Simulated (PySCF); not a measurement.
## From computed data to an observable: entropy of an ideal gas

silene cation (CH₄Si), SMILES [SiH2]=C (connectivity only; charge and spin as stated), charge +1, multiplicity 2.

Coordinates come from a PBE-D3(BJ)/def2-TZVP optimisation. The spin state was assumed, not searched.

PBE-D3(BJ)/def2-TZVP run with PySCF gives the harmonic wavenumbers 314, 489, 608, 777, 818, 828, 909, 1349, 2230, 2284, 3057, 3161 cm⁻¹ and the rotational temperatures 4.7566, 0.6462, 0.5689 K. The molar mass is 44.13 g/mol, the symmetry number 2, the spin multiplicity 2.

**Question.** Work out the entropy at 298.15 K and 1 atm in the rigid-rotor, harmonic-oscillator model.

**Answer.** 
Translation (Sackur–Tetrode at 1 atm): S = R[1.5 ln M + 2.5 ln T − 1.16487] = 156.0 J/(mol K).
Rotation: q = (√π/σ) T^1.5/√(θA θB θC) = 3450, S = R[ln q + 3/2] = 80.2 J/(mol K).
Vibration: with u = 1.4388 ν/T, each mode gives R[u/(e^u − 1) − ln(1 − e^−u)]:
```
ν (cm⁻¹)  modes     u  S (J/(mol K))
--------  -----  ----  -------------
314           1  1.52           5.61
489           1  2.36           2.87
608           1  2.93           1.82
777           1  3.75           0.95
818           1  3.95           0.81
828           1  4.00           0.78
909           1  4.39           0.56
1349          1  6.51           0.09
```
The stiffer modes add less than 0.005 each. Sum 13.5 J/(mol K).
Spin: R ln 2 = 5.8 J/(mol K).
Total 255.4 J/(mol K); the program's own thermochemistry gives 255.4. Translation makes up 61 % and vibration 5 %. Anharmonicity, hindered rotation and orbital degeneracy are left out.
